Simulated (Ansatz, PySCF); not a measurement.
ammonia borane (BH6N), SMILES [BH3-][NH3+]. Atoms are numbered in the order given.

```xyz
8

B      0.0000     0.0000    -0.9399
N      0.0000     0.0000     0.7183
H      0.0000    -1.1673    -1.2514
H      1.0110     0.5837    -1.2513
H     -1.0110     0.5837    -1.2513
H     -0.8217    -0.4744     1.0815
H      0.0000     0.9488     1.0815
H      0.8217    -0.4744     1.0815
```
Charge 0, spin multiplicity 1.

The structure is a stationary point at B3LYP-D3(BJ)/def2-TZVP.

Two levels are set side by side: PBE-D3(BJ)/def2-TZVP (Ansatz, an electronic-structure program) and B3LYP-D3(BJ)/def2-TZVP (Ansatz). Each level has its own optimised geometry; the coordinates shown are those of the second. Frequencies come from the Hessian of PySCF at each geometry. Differences are taken from unrounded values.

```json
[
 {"quantity": "mean bond length (Å)", "B3LYP-D3(BJ)": "1.190", "PBE-D3(BJ)": "1.196", "PBE-D3(BJ) minus B3LYP-D3(BJ)": "0.006"},
 {"quantity": "bond B1–N2 (Å)", "B3LYP-D3(BJ)": "1.658", "PBE-D3(BJ)": "1.649", "PBE-D3(BJ) minus B3LYP-D3(BJ)": "-0.009"},
 {"quantity": "bond B1–H3 (Å)", "B3LYP-D3(BJ)": "1.208", "PBE-D3(BJ)": "1.218", "PBE-D3(BJ) minus B3LYP-D3(BJ)": "0.009"},
 {"quantity": "bond B1–H4 (Å)", "B3LYP-D3(BJ)": "1.208", "PBE-D3(BJ)": "1.218", "PBE-D3(BJ) minus B3LYP-D3(BJ)": "0.009"},
 {"quantity": "bond B1–H5 (Å)", "B3LYP-D3(BJ)": "1.208", "PBE-D3(BJ)": "1.218", "PBE-D3(BJ) minus B3LYP-D3(BJ)": "0.009"},
 {"quantity": "bond N2–H6 (Å)", "B3LYP-D3(BJ)": "1.016", "PBE-D3(BJ)": "1.024", "PBE-D3(BJ) minus B3LYP-D3(BJ)": "0.008"},
 {"quantity": "bond N2–H7 (Å)", "B3LYP-D3(BJ)": "1.016", "PBE-D3(BJ)": "1.024", "PBE-D3(BJ) minus B3LYP-D3(BJ)": "0.008"},
 {"quantity": "bond N2–H8 (Å)", "B3LYP-D3(BJ)": "1.016", "PBE-D3(BJ)": "1.024", "PBE-D3(BJ) minus B3LYP-D3(BJ)": "0.008"},
 {"quantity": "highest harmonic wavenumber (cm⁻¹)", "B3LYP-D3(BJ)": "3548", "PBE-D3(BJ)": "3469", "PBE-D3(BJ) minus B3LYP-D3(BJ)": "-78"},
 {"quantity": "mean harmonic wavenumber (cm⁻¹)", "B3LYP-D3(BJ)": "1698", "PBE-D3(BJ)": "1658", "PBE-D3(BJ) minus B3LYP-D3(BJ)": "-40"},
 {"quantity": "zero-point energy (kcal/mol)", "B3LYP-D3(BJ)": "43.69", "PBE-D3(BJ)": "42.66", "PBE-D3(BJ) minus B3LYP-D3(BJ)": "-1.03"}
]
```

GGA bonds tend to be longer and softer than those of functionals with exact exchange. Differences between two approximate levels are no errors against the true value.
